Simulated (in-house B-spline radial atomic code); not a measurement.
# Ionising O V (O4+) with different functionals

Computed with an all-electron radial atomic-structure program (B-spline basis): non-relativistic Hamiltonian, point nucleus, spin-polarised at highest spin, spherical fractional occupations for the functionals, the average over the highest-spin determinants for Hartree-Fock. The ionisation energy is the difference of two self-consistent energies, [He] 2s2 → [He] 2s1, without Breit or QED terms; ε is the level of the shell that loses the electron (its least bound occupied spin orbital).

| method | rung | ΔSCF (eV) | -ε(2s) (eV) |
| --- | --- | --- | --- |
| Hartree-Fock | Hartree-Fock | 111.01 | 111.31 |
| HF fractional | Hartree-Fock | 111.01 | 111.31 |
| LDA VWN5 | LDA | 112.19 | 102.18 |
| LDA PW92 | LDA | 112.18 | 102.17 |
| LDA exchange-only | LDA | 109.92 | 100.45 |
| PBE | GGA | 112.60 | 102.64 |
| PBEsol | GGA | 112.13 | 102.29 |
| BLYP | GGA | 112.55 | 102.60 |
| RPBE | GGA | 112.75 | 102.70 |
| PW91 | GGA | 112.73 | 102.73 |
| BP86 | GGA | ? | ? |
| AM05 | GGA | 111.98 | 102.17 |
| OLYP | GGA | 112.53 | 102.71 |
| TPSS | meta-GGA | 112.61 | 103.08 |
| r2SCAN | meta-GGA | 111.84 | 103.12 |
| M06-L | meta-GGA | 112.16 | 103.37 |
| revTPSS | meta-GGA | 112.51 | 103.16 |
| PBE0 | global hybrid | 112.50 | 105.08 |
| B3LYP | global hybrid | 112.67 | 104.70 |
| TPSSh | global hybrid | 112.58 | 104.01 |
| M06-2X | global hybrid | 112.94 | 107.61 |
| BHandHLYP | global hybrid | 112.41 | 107.45 |
| r2SCAN0 | global hybrid | 111.94 | 105.37 |
| B97-1 | global hybrid | 112.74 | 104.72 |
| HSE06 | range-separated hybrid | ? | ? |
| wB97X | range-separated hybrid | 111.50 | 107.69 |
| CAM-B3LYP | range-separated hybrid | 112.59 | 106.64 |
| LC-wPBE | range-separated hybrid | 112.72 | 108.18 |

Task: What does BP86 give?

Result: ΔSCF 112.65 eV, and -ε(2s) = 102.73 eV.

Task: What does HSE06 give?

Result: ΔSCF 112.49 eV, and -ε(2s) = 104.65 eV.

Task: Among the functionals, which spreads more, the ΔSCF values or the orbital energies?

Result: The orbital energies: ΔSCF values span about 3.02 eV and the orbital energies 7.73 eV.

Task: How do they compare with the NIST value?

Result: NIST lists 113.899 eV (measured, ground level to ground level). Errors run from -3.98 to -0.95 eV; M06-2X is closest (-0.95 eV), but part of that can be cancellation, since the calculations leave out relativity, Breit-QED terms, the near-degeneracy of s² and p². Hartree-Fock also lacks correlation.
